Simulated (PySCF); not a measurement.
AlH2, SMILES [AlH2-] (connectivity only; charge and spin as stated), charge -1, multiplicity 1.

Coordinates come from a B3LYP-D3(BJ)/def2-TZVPD optimisation.

All values below come from M06-2X/def2-TZVPD in PySCF.

Estimate the frontier levels, gap, dipole moment and polarisability. (The exact figures need the calculation; the answer reports its results.)


```yaml
highest_occupied_level: -0.15 eV
lowest_empty_level: 4.17 eV
orbital_gap: 4.32 eV
dipole_moment_about_the_centre_of_nuclear_charge: 0.33 D
mean_static_polarisability: 95.4 bohr³ (14.14 Å³)
polarisability_principal_values: 84.6, 89.2, 112.4 bohr³
```
